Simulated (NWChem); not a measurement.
Species: SiNH$_{4}$OF; SMILES O[SiH](N)F

```xyz
8

Si     0.0801     0.0276    -0.3705
N      0.5306    -1.4698     0.2823
O      0.9604     1.1875     0.4093
F     -1.4801     0.4405    -0.1321
H      0.2457    -0.0149    -1.8420
H      0.4198    -2.3385    -0.2238
H      0.6931    -1.6055     1.2724
H      0.5344     2.0452     0.4960
```
Atoms are numbered in this order, from 1.

Level: PBE0/def2-SVP (NWChem), optimised geometry, unscaled harmonic frequencies. 

### Question
List the harmonic frequencies with IR intensities, and the thermochemistry.

### Answer
```csv
frequency (cm⁻¹),IR intensity (km/mol)
193,8.8
240,55.5
262,157.6
307,87.2
364,14.2
376,89.9
717,39.2
805,78.3
823,75.8
851,55.5
899,16.4
952,304.4
1006,252.1
1529,77.4
2301,140.6
3637,47.9
3744,56.7
3938,114.3
```

- zero-point energy = 32.8 kcal/mol
- thermal correction to the enthalpy at 298.15 K (with zero-point energy) = 37.1 kcal/mol
- heat capacity Cv = 20.1 cal/(mol K)
- entropy at 298.15 K and 1 atm (symmetry number 1) = 74.5 cal/(mol K)
- dipole moment = 0.88 D

Rigid rotor and harmonic oscillator.
